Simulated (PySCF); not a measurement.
# Molecular orbitals of Br₂

revPBE at R = 2.285 Å; Br def2-TZVPPD; no relativity (PySCF 2.14). State: ¹Σg⁺ (singlet), closed shell. Only the outer orbitals are listed.

```csv
orbital,occ.,ε (eV),main shells (%)
σg,2,-21.44,95 s
σu,2,-18.33,101 s
σg,2,-10.87,92 p
πu,2,-8.90,98 p
πu,2,-8.90,98 p
πg,2,-6.82,99 p
πg,2,-6.82,99 p
σu,0,-4.43,90 p
σg,0,0.24,"104 s, 9 d"
```

Which are the highest filled and the lowest empty level, where do they sit, and how wide is the gap?

Highest filled πg at -6.82 eV (in %: 99 p); lowest empty σu at -4.43 eV (in %: 90 p); the gap at revPBE is 2.39 eV.

```
bond order (Mayer) : 0.96
⟨S²⟩               : 0.000
```

Shares are Mulliken populations and can fall outside 0 to 100 %.
